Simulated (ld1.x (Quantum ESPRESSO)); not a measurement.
**Ru (Z = 44), ultrasoft: configuration errors across variants**

- Element: ruthenium (Ru)
- Generator: ld1.x (Quantum ESPRESSO) 7.5
- Type: ultrasoft
- Functional: PBEsol
- Relativity: scalar-relativistic
- Frozen core: [Ar] 3d10 4s2
- Valence charge: 14
- Reference configuration: 4p6 4d7 5s1 5p0
- Partial waves: 5s (bound): rcut 2.80, rcutus 3.20 bohr; 5s channel at 1.25 Ry: rcut 2.80, rcutus 3.20 bohr; 4p (bound): rcut 1.50, rcutus 1.65 bohr; 5p (bound, empty): rcut 1.50, rcutus 1.65 bohr; 4d (bound): rcut 1.30, rcutus 1.80 bohr; 4d channel at 0.05 Ry: rcut 1.30, rcutus 1.80 bohr
- Local potential: all-electron potential smoothed inside 1.50 bohr (lloc = -1)
- Core correction: Bessel-smoothed model core inside 1.25 bohr
- Augmentation charge: built from norm-conserving waves at rcut, not smoothed further

All-electron excitation energies from the reference (eV): (1) 4p6 4d7 5s0 5p0 7.299; (2) 4p6 4d6 5s0 5p0 25.483; (3) 4p6 4d5 5s0 5p0 56.092; (4) 4p6 4d6 5s1 5p0 10.130; (5) 4p5 4d7 5s1 5p0 52.357; (6) 4p6 4d8 5s0 5p0 -0.331; (7) 4p6 4d7 5s0 5p1 3.519.

The overlap operator is not positive definite (basis up to 400 Ry) in “base”, “wave 5s channel at 1.25 Ry: rcut 2.80, rcutus 3.20 bohr becomes 5s channel at -0.17 Ry: rcut 2.80, rcutus 3.20 bohr”, “wave 5s channel at 1.25 Ry: rcut 2.80, rcutus 3.20 bohr becomes 5s channel at -0.01 Ry: rcut 2.80, rcutus 3.20 bohr”, “wave 5s channel at 1.25 Ry: rcut 2.80, rcutus 3.20 bohr becomes 5s channel at 0.1 Ry: rcut 2.80, rcutus 3.20 bohr”, “wave 5s channel at 1.25 Ry: rcut 2.80, rcutus 3.20 bohr becomes 5s channel at 0.52 Ry: rcut 2.80, rcutus 3.20 bohr”, “wave 5s channel at 1.25 Ry: rcut 2.80, rcutus 3.20 bohr becomes 5s channel at 2.63 Ry: rcut 2.80, rcutus 3.20 bohr”, “wave 5s channel at 1.25 Ry: rcut 2.80, rcutus 3.20 bohr becomes 5s channel at 4.94 Ry: rcut 2.80, rcutus 3.20 bohr”. Such files are unfit for use, however small their errors in these radial tests.

Errors AE − PS in meV (a dash: test not solved or not reliable):

| change | (1) | (2) | (3) | (4) | (5) | (6) | (7) | bound ghosts |
| --- | --- | --- | --- | --- | --- | --- | --- | --- |
| base | -11 | +7.2 | +73 | +52 | +126 | -12 | -460 | not determined (overlap not positive) |
| wave 5s channel at 1.25 Ry: rcut 2.80, rcutus 3.20 bohr becomes 5s channel at -0.17 Ry: rcut 2.80, rcutus 3.20 bohr | -11 | +7.2 | +74 | – | – | – | – | not determined (overlap not positive) |
| wave 5s channel at 1.25 Ry: rcut 2.80, rcutus 3.20 bohr becomes 5s channel at -0.01 Ry: rcut 2.80, rcutus 3.20 bohr | -11 | +7.2 | +73 | – | – | – | – | not determined (overlap not positive) |
| wave 5s channel at 1.25 Ry: rcut 2.80, rcutus 3.20 bohr becomes 5s channel at 0.1 Ry: rcut 2.80, rcutus 3.20 bohr | -11 | +7.2 | +74 | – | – | – | – | not determined (overlap not positive) |
| wave 5s channel at 1.25 Ry: rcut 2.80, rcutus 3.20 bohr becomes 5s channel at 0.52 Ry: rcut 2.80, rcutus 3.20 bohr | -11 | +7.2 | +73 | – | – | – | – | not determined (overlap not positive) |
| wave 5s channel at 1.25 Ry: rcut 2.80, rcutus 3.20 bohr becomes 5s channel at 2.63 Ry: rcut 2.80, rcutus 3.20 bohr | -11 | +7.2 | +74 | -13 | -67 | -12 | -460 | not determined (overlap not positive) |
| wave 5s channel at 1.25 Ry: rcut 2.80, rcutus 3.20 bohr becomes 5s channel at 4.94 Ry: rcut 2.80, rcutus 3.20 bohr | -11 | +7.2 | +73 | – | – | – | – | not determined (overlap not positive) |

(1) Give the same row for: wave 5s channel at 1.25 Ry: rcut 2.80, rcutus 3.20 bohr becomes 5s channel at 1.58 Ry: rcut 2.80, rcutus 3.20 bohr.

Answers

(1) -11, +7.2, +74, -67, -133, -12, -460; bound ghosts: not determined (overlap not positive). Its overlap operator is not positive definite in a basis up to 400 Ry (lowest eigenvalue s -0.98), so the file is unfit for use: the generalised eigenproblem breaks down once the basis is large enough, and its test numbers describe a broken file.
